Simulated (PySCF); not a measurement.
BH, SMILES [BH] (connectivity only; charge and spin as stated), neutral, multiplicity 1. Geometry: PBE0-D3(BJ)/def2-TZVPD.

TDA-B3LYP/def2-TZVPD run with PySCF 2.14.0 puts the lowest singlet excitations at 2.89, 2.89, 5.90, 8.23, 8.61, 8.61 eV and the lowest triplet (TDA) at 1.08 eV.

Task: What are the lowest singlet roots from EOM-CCSD/aug-cc-pVDZ run with PySCF? (An estimate is asked for; the answer gives what the named calculation found.)

Result: 2.97, 2.97, 6.50, 7.43, 7.62, 7.62 eV; triplets 1.32, 1.32, 5.58 eV. S1 differs by 0.09 eV (second minus first; roots are paired by order, and the bases may differ).
